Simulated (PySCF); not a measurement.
SMILES C[SiH2]C#N (C₂H₅NSi), singlet (PBE/def2-SVP optimised geometry):

```
9

C      1.239    -0.918     0.000
Si    -0.642    -0.918     0.000
C     -1.261     0.847     0.000
N     -1.633     1.960     0.001
H      1.633    -0.405     0.900
H      1.617    -1.960    -0.002
H      1.633    -0.401    -0.898
H     -1.212    -1.568     1.227
H     -1.212    -1.569    -1.226
```

Computed with PBE/def2-TZVP run with PySCF.

Q: What are the frontier orbital energies and the dipole moment?

A: HOMO-2 -8.44 eV, HOMO-1 -8.17 eV, HOMO -8.14 eV, LUMO -1.61 eV, LUMO+1 -1.45 eV; dipole moment 3.94 D.

On the same geometry PBE0/def2-TZVP (PySCF 2.14.0) gives HOMO-2 -10.21 eV, HOMO-1 -9.49 eV, HOMO -9.45 eV, LUMO -0.65 eV, LUMO+1 -0.44 eV; dipole moment 4.01 D.

Meta-Löwdin charges at PBE/def2-TZVP: C1 -0.58, Si2 0.59, C3 -0.14, N4 -0.17, H5 0.14, H6 0.14, H7 0.14, H8 -0.07, H9 -0.07.
